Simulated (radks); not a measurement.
Excited configurations of Cd IV: one electron is placed in a higher orbital outside [Kr] 4d8. The ground configuration is [Kr] 4d9. All-electron calculation, scalar-relativistic Kohn-Sham, PBEsol, spin-polarised, spherical densities, finite nucleus; open shells are filled with parallel spins first (spin-orbit coupling, left out, can overturn this in heavy ions); Fermi nuclear charge, rms radius 4.6087 fm. Program: a radial shooting solver on a logarithmic mesh with Libxc functionals. Excitation = E - E(ground); binding = E(ion) - E, where the ion is the core of charge +4; n* = 4/sqrt(2 binding) in atomic units, and the quantum defect is n - n*.

| outer orbital | excitation (eV) | binding (eV) | n* | quantum defect | eigenvalue (eV) |
|---|---|---|---|---|---|
| 4f | 38.122 | 15.268 | 3.776 | 0.224 | -12.501 |
| 6s | 34.075 | 19.316 | 3.357 | 2.643 | -17.313 |
| 6p | 37.062 | 16.328 | 3.651 | 2.349 | -14.562 |
| 6f | 46.090 | 7.300 | 5.461 | 0.539 | -6.427 |
| 7s | 41.807 | 11.583 | 4.335 | 2.665 | -10.424 |
| 7p | 43.225 | 10.165 | 4.628 | 2.372 | -9.141 |
| 7d | 45.421 | 7.969 | 5.227 | 1.773 | -7.129 |
| 7f | 48.045 | 5.345 | 6.382 | 0.618 | -4.769 |

The Delta-SCF ionisation energy is 53.390 eV (NIST Atomic Spectra Database: 51 eV, theoretical). Self-interaction in the functional shifts the binding energies and quantum defects, so they are the method's values and not measured ones. Open shells are spherical and high-spin; term and fine-structure splittings are not resolved.
